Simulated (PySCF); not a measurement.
AlCl, SMILES [Al][Cl] (connectivity only; charge and spin as stated), neutral, multiplicity 1. Geometry optimised at PBE0-D3(BJ)/def2-TZVPD.

TDA-PBE/def2-TZVPD run with PySCF puts the lowest singlet excitations at 4.75, 4.75, 5.52, 5.58, 5.58, 6.03 eV and the lowest triplet (TDA) at 2.81 eV.

### Question
What are the lowest singlet roots from EOM-CCSD/aug-cc-pVDZ (PySCF 2.14.0)? (The exact figures need the calculation; the answer reports its results.)

### Answer
4.81, 4.81, 6.51, 6.80, 6.80, 6.83 eV; triplets 2.95, 2.95, 5.43 eV. S1 differs by 0.06 eV (second minus first; roots are paired by order, and the bases may differ).
